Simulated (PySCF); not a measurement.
Si(F)(Cl)(Et)(OH) (C2H6ClFOSi), SMILES CC[Si](O)(F)Cl.

Coordinates come from a PBE-D3(BJ)/def2-SVP optimisation. One conformer was computed; it need not be the lowest.

Computed with PBE-D3(BJ)/def2-SVP in PySCF.

Frequencies are harmonic and unscaled.

| mode | ν (cm⁻¹) | IR (km/mol) | moving atoms (share of kinetic energy) |
|---|---|---|---|
| 1 | 56 | 0.0 | C 38 %, H 35 %, O 12 %, Cl 11 % |
| 2 | 120 | 2.5 | C 29 %, Cl 22 %, F 19 %, H 19 %, O 8 % |
| 3 | 161 | 1.0 | H 53 %, O 20 %, C 12 % |
| 4 | 188 | 20.4 | H 41 %, O 16 %, Cl 14 %, F 14 %, C 10 % |
| 5 | 232 | 7.0 | H 47 %, F 31 %, Cl 10 % |
| 6 | 275 | 27.6 | H 53 %, Cl 10 %, C 10 %, O 9 %, F 9 % |
| 7 | 287 | 35.4 | F 24 %, O 20 %, C 19 %, H 13 %, Si 13 %, Cl 10 % |
| 8 | 309 | 61.0 | H 34 %, O 31 %, F 15 %, Cl 10 % |
| 9 | 360 | 15.9 | C 27 %, Si 24 %, F 20 %, H 14 %, O 13 % |
| 10 | 502 | 55.2 | Cl 38 %, Si 28 %, C 12 %, H 8 % |
| 11 | 673 | 7.4 | H 57 %, C 27 %, O 8 % |
| 12 | 691 | 93.5 | H 41 %, Si 28 %, C 28 % |
| 13 | 788 | 242.3 | H 53 %, O 25 %, Si 13 % |
| 14 | 873 | 138.7 | Si 39 %, F 34 %, H 20 % |
| 15 | 924 | 60.4 | H 38 %, Si 27 %, O 23 % |
| 16 | 945 | 22.5 | H 80 %, C 15 % |
| 17 | 962 | 45.6 | H 56 %, Si 18 %, C 14 %, O 9 % |
| 18 | 1028 | 18.5 | C 70 %, H 29 % |
| 19 | 1204 | 4.1 | H 79 %, C 21 % |
| 20 | 1226 | 6.4 | H 57 %, C 41 % |
| 21 | 1345 | 1.3 | H 82 %, C 18 % |
| 22 | 1373 | 6.2 | H 91 %, C 9 % |
| 23 | 1426 | 7.1 | H 97 % |
| 24 | 1431 | 6.7 | H 96 % |
| 25 | 2976 | 19.2 | H 97 % |
| 26 | 2979 | 11.5 | H 95 % |
| 27 | 3031 | 1.3 | H 91 %, C 9 % |
| 28 | 3063 | 14.0 | H 90 %, C 10 % |
| 29 | 3069 | 11.9 | H 91 %, C 9 % |
| 30 | 3766 | 93.1 | H 94 % |
